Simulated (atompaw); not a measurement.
## Ni (Z = 28): one change to a PAW (atompaw) potential, before and after

atompaw 4.2.0.5 input, output lines left out:

```
Ni 28
LDA-PW scalarrelativistic loggrid 1500 logderivrange -12 5 426
4 4 3 0 0 0
4 0 0
4 1 0
3 2 8
0 0 0
c
c
v
v
c
v
v
v
2
1.75 1.40 1.45 1.55
n
n
y
0.8
n
custom rrkj gramschmidtortho sinc
bessel
1.00
1.15
0.80
1.15
1.75
1.75
```

Change: all radii scaled by about 1.22 (s 1.22, p 0.98, d 2.14 bohr); local potential bessel scheme, radius 1.78 bohr; augmentation sinc compensation charge, radius 1.72 bohr; PAW radius 2.14 bohr; waves and projectors: custom rrkj gramschmidtortho; core correction smooth core density matched at 1.90 bohr.

Cutoffs: the cutoffs (Ry, on a coarse ladder) from which the occupation-weighted sum of valence levels, in a spherical-Bessel basis at the reference potential, stays within 10 and 1 mRy of its value at 400 Ry; they do not see the model core or the augmentation charge, which bear on the density cutoff.

Q: What does the change do?

A: The potential gets softer (120 Ry and 230 Ry → 90 Ry and 160 Ry); neither file shows a bound ghost. A larger radius leaves more room for a smooth pseudo-wave, so fewer plane waves are needed.

```csv
quantity,base,changed
"cutoff, loose",120 Ry,90 Ry
"cutoff, tight",230 Ry,160 Ry
loose cutoff by channel (10 mRy a level),"s 45 Ry, p 100 Ry, d 30 Ry","s 35 Ry, p 70 Ry, d 18 Ry"
bound ghosts,none,none
lowest overlap eigenvalue by channel,"s 0.17, p 0.31, d 0.88","s 0.13, p 0.08, d 0.89"
```

 The cutoffs see the waves, projectors and local potential, not the compensation charge or the core.
